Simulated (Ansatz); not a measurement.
`F/C=C1/C[SiH2]1`. Total charge 0; spin multiplicity 1. All single points use the PBE0-D4/def2-TZVP geometry.

```xyz
10

F    -2.007    0.797   -1.673
C    -0.698    0.750   -1.399
C    -0.225    0.167   -0.323
C     1.147   -0.055    0.265
Si   -0.292   -0.741    1.236
H    -0.112    1.247   -2.167
H     1.804   -0.741   -0.265
H     1.669    0.823    0.640
H    -0.550   -2.197    1.222
H    -0.736   -0.051    2.464
```

What is the dipole moment at r2SCAN/def2-TZVPP? (Estimate.)

Ansatz gave: 1.54 D, with components (1.45, -0.15, 0.48) D in this frame, pointing from negative to positive charge.

And with PBE, B3LYP, ωB97M-V? (An estimate is asked.)

The calculation gave: PBE 1.47 D, B3LYP 1.61 D, ωB97M-V 1.59 D.

Give the Mulliken charges with r2SCAN, PBE, B3LYP in def2-TZVPP. (An estimate is asked.)

Ansatz gave: 
```
atom  r2SCAN    PBE  B3LYP
  F1   -0.19  -0.15  -0.20
  C2    0.09   0.05   0.07
  C3   -0.19  -0.12  -0.13
  C4   -0.20  -0.20  -0.25
 Si5    0.38   0.24   0.32
  H6    0.09   0.09   0.10
  H7    0.08   0.09   0.10
  H8    0.08   0.09   0.10
  H9   -0.06  -0.05  -0.06
 H10   -0.06  -0.05  -0.06
```

B3LYP here is the variant with VWN-RPA as its local correlation; programs differ in this.
